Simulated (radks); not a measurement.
Numerical settings for the platinum ion Pt2+, [Xe] 4f14 5d8. Calculated with a radial shooting solver on a logarithmic mesh with Libxc functionals: scalar-relativistic Kohn-Sham, LDA (Slater exchange, Perdew-Wang correlation), spin-polarised, spherical densities, finite nucleus; open shells are filled with parallel spins first (spin-orbit coupling, left out, can overturn this in heavy ions); Fermi nuclear charge, rms radius 5.427 fm. The defaults (mesh step 0.008 in ln r, mesh end at 40 bohr or more with all orbitals vanishing there, Anderson mixing 0.5 over 9 steps, residual threshold near 1e-9 with the energy settled to 1e-9 hartree or 1e-11 of itself, here a cap of 54 iterations) give E = -18398.343 hartree and 5d at -25.532 eV in 15 iterations. Run on one thread of a shared host, so times are rough (Arm Neoverse N1): 0.35 s of CPU time, 0.35 s wall, 15 iterations on 2254 mesh points. Changes against that run (0 stands for a change within the tolerance of the run):

| setting | iterations | converged | E (mhartree) | e(5d) (meV) | CPU (s) |
|---|---|---|---|---|---|
| mesh step in ln r 0.05 | 15 | yes | +0.243 | -0.00759 | 0.08 |
| mesh step in ln r 0.2 | 4 | no | diverged | - | 0.03 |
| mesh step in ln r 0.08 | 4 | no | diverged | - | 0.03 |
| mesh end (bohr) 1 | 13 | level above zero | +2.36e+05 | +5.81e+05 | 0.23 |
| mesh end (bohr) 8 | 15 | yes | +0.00581 | +0.419 | 0.33 |
| residual threshold 1e-05 | 11 | yes | 0 | -0.0686 | 0.28 |
| residual threshold 0.01 | 11 | yes | 0 | -0.0686 | 0.28 |
| mixing 0.2 | 19 | yes | 0 | 0 | 0.41 |
| linear mixing, mixing 0.2 | 54 | no | -0.00171 | -0.0356 | 1 |
| linear mixing, mixing 0.05 | 54 | no | -37.8 | -696 | 1.2 |
| mixing history 3 | 16 | yes | 0 | 0 | 0.35 |
| iteration cap 3 | 3 | no | -30.9 | -474 | 0.09 |

Settled on a wrong energy, with an occupied level pushed above zero by the early mesh end: mesh end (bohr) 1 (+236 hartree). Apart from these: no run marked as converged misses the energy by more than 1 mhartree. A mesh that ends early acts as a hard wall.
